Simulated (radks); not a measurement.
Question: Ionisation of neutral argon, [Ar], to [Ne] 3s2 3p5 as the strength of local exchange is varied. All-electron calculation, non-relativistic Kohn-Sham, Slater X-alpha exchange (alpha = 2/3 is LDA exchange), no correlation, spin-unpolarised, spherical densities, point nucleus. Program: a radial shooting solver on a logarithmic mesh with Libxc functionals.

| alpha | E(Ar) (hartree) | exchange (hartree) | IE (eV) | -e of the level emptied (eV) | <r> of it (bohr) |
|---|---|---|---|---|---|
| 0.667 | -524.53131 | -27.78941 | 14.792 | 9.087 (3p) | 1.682 |
| 0.773 | -528.96389 | -32.44282 | 16.347 | 10.480 (3p) | 1.641 |
| 0.826 | -531.19235 | -34.79367 | 17.150 | 11.205 (3p) | 1.622 |
| 0.849 | -532.16195 | -35.81885 | 17.504 | 11.526 (3p) | 1.614 |
| ? | -521.82932 | -24.96782 | 13.872 | 8.272 (3p) | 1.708 |

Which alpha was used in the last row?

Answer: alpha = 0.602. NIST Atomic Spectra Database: 15.760 eV (measured). The Delta-SCF value meets it near alpha = 0.73. Spin polarisation and multiplet splitting are left out, so open shells lie too high by an amount that depends on their filling.

Beside tabulated values, note that spin-unpolarised runs miss the spin-polarisation part of the exchange energy of open shells.
